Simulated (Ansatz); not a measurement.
Cost and result for the atomization energy of `F[SiH](Cl)O[SiH3]` (9 atoms, 8 bonds).

Z-matrix (Å, degrees):
```
Si
Cl 1 2.036
O 1 1.603 2 110.5
F 1 1.584 2 107.3 3 -119.4
H 1 1.466 2 110.1 3 122.5
Si 3 1.647 1 149.6 2 -34.0
H 6 1.483 3 109.5 1 -72.4
H 6 1.483 3 109.5 1 48.2
H 6 1.481 3 107.4 1 168.0
```

The species carries charge 0 and has multiplicity 1. The geometry is a stationary point of PBE0-D4/def2-TZVP. It is one conformer, not always the lowest. Program: Ansatz. All runs use 4 threads of an Arm Neoverse V2 on a shared host. Times are those of one run each, without the atoms' runs, and a repeat can differ threefold. Electronic energies, without spin–orbit coupling; frozen cores. CCSD(T)/CBS adds CCSD(T) − MP2 in def2-TZVPP to the MP2 limit, and its time is that of the two runs behind it. T1 = 0.011. HSE06 is the plane-wave form, built on full-range PBE exchange.

CCSD(T)/CBS is a level of theory with its own doubt, some kJ/mol a heavy atom from the limit and from the frozen cores, so smaller differences don't rank the functionals.

```json
{"level": "LDA (SPW92)/def2-TZVPP", "functions": "244", "wall time": "1.1 s"}
{"level": "revPBE-D4/def2-TZVPP", "functions": "244", "wall time": "1.9 s"}
{"level": "BLYP-D4/def2-TZVPP", "functions": "244", "wall time": "1.9 s"}
{"level": "PBE-D4/def2-TZVPP (with forces)", "functions": "244", "wall time": "2.2 s"}
{"level": "HSE06-D4/def2-TZVPP", "functions": "244", "wall time": "3.1 s"}
{"level": "CCSD(T)/def2-SVP", "functions": "102", "wall time": "3.1 s"}
{"level": "r2SCAN-D4/def2-TZVPP (with forces)", "functions": "244", "wall time": "4.2 s"}
{"level": "PBE-QIDH/def2-TZVPP", "functions": "244", "wall time": "4.6 s"}
{"level": "r2SCANh-D4/def2-TZVPP", "functions": "244", "wall time": "4.9 s"}
{"level": "ωB97X-V/def2-TZVPP", "functions": "244", "wall time": "7 s"}
{"level": "MP2/def2-QZVPP", "functions": "444", "wall time": "15 s"}
{"level": "CCSD(T)/def2-TZVPP", "functions": "244", "wall time": "120 s"}
{"level": "CCSD(T)/CBS(def2)", "functions": "–", "wall time": "2.2 min"}
```

Task: What atomization energy does each give, and how far from CCSD(T)/CBS? (An estimate is asked.)

Result: The calculation gave: 
| level | atomization (kJ/mol) | difference from CCSD(T)/CBS | per bond |
| --- | --- | --- | --- |
| LDA (SPW92)/def2-TZVPP | 3649.2 | 367.8 | 46.0 |
| revPBE-D4/def2-TZVPP | 3166.2 | -115.2 | -14.4 |
| BLYP-D4/def2-TZVPP | 3218.3 | -63.1 | -7.9 |
| PBE-D4/def2-TZVPP (with forces) | 3241.0 | -40.4 | -5.0 |
| HSE06-D4/def2-TZVPP | 3204.3 | -77.1 | -9.6 |
| CCSD(T)/def2-SVP | 2985.6 | -295.8 | -37.0 |
| r2SCAN-D4/def2-TZVPP (with forces) | 3262.4 | -19.0 | -2.4 |
| PBE-QIDH/def2-TZVPP | 3219.3 | -62.1 | -7.8 |
| r2SCANh-D4/def2-TZVPP | 3241.1 | -40.3 | -5.0 |
| ωB97X-V/def2-TZVPP | 3278.4 | -3.0 | -0.4 |
| MP2/def2-QZVPP | 3319.0 | 37.6 | 4.7 |
| CCSD(T)/def2-TZVPP | 3179.5 | -101.9 | -12.7 |
| CCSD(T)/CBS(def2) | 3281.4 | 0.0 | 0.0 |

The D4 term adds +36.7 kJ/mol with B3LYP and +19.3 kJ/mol with PBE0; it sums over pairs of atoms, weighted by their polarisabilities, and B3LYP, whose exchange is more repulsive, gets the larger term. From r2SCAN to r2SCAN0 (25 % exact exchange), in def2-TZVPP and without D4, the atomization energy moves by −52.9 kJ/mol: exact exchange takes away binding that semilocal exchange gives to molecules. At CCSD(T), def2-SVP lies −295.8 kJ/mol from the extrapolated value and def2-TZVPP −101.9 kJ/mol: correlation converges slowly with the basis, and small sets miss more of it in the bonded molecule than in its fragments.

B3LYP here is the variant with VWN-RPA as its local correlation; programs differ in this.
